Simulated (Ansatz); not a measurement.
C₂H₅BClFSi (`F[C@@H]1B[Si@H](Cl)C1`), relaxed with RKS PBE-D4/def2-SVP in Ansatz from a rough embedded geometry. The force threshold is 0.03 eV/Å; the program also tests the step.

Total charge 0; spin multiplicity 1.

Start:

```xyz
11

F     1.394   -1.739   -0.150
C     0.149   -1.127   -0.002
B    -0.236   -0.275   -1.338
Si   -0.365    1.213   -0.110
Cl    1.245    2.591   -0.546
C     0.133   -0.016    1.059
H    -0.617   -1.936    0.238
H    -0.440   -0.550   -2.439
H    -1.717    1.848    0.015
H    -0.674   -0.179    1.803
H     1.127    0.171    1.471
```

(1) By how much does the energy fall, and how many steps does the optimiser take? (Estimate.)

(2) Which bonds change most? (An estimate is asked.)

(3) Give the relaxed structure. (Best estimate.)

Results:

(1) The calculation gave: 88.41 kJ/mol, in 20 steps, 3 of them rejected.

(2) Computed: Si4–C6 from 1.768 to 1.935 Å; C2–H7 from 1.140 to 1.248 Å; C2–B3 from 1.630 to 1.529 Å; B3–Si4 from 1.934 to 2.021 Å.

(3) Ansatz gave: 
```xyz
11

F     0.902   -2.248    0.175
C     0.343   -1.033   -0.037
B    -0.099   -0.385   -1.349
Si   -0.476    1.210   -0.167
Cl    0.808    2.829   -0.496
C     0.288   -0.031    1.106
H    -0.854   -1.195   -0.349
H    -0.149   -0.856   -2.460
H    -1.826    1.770    0.177
H    -0.250   -0.352    2.020
H     1.313    0.291    1.381
```
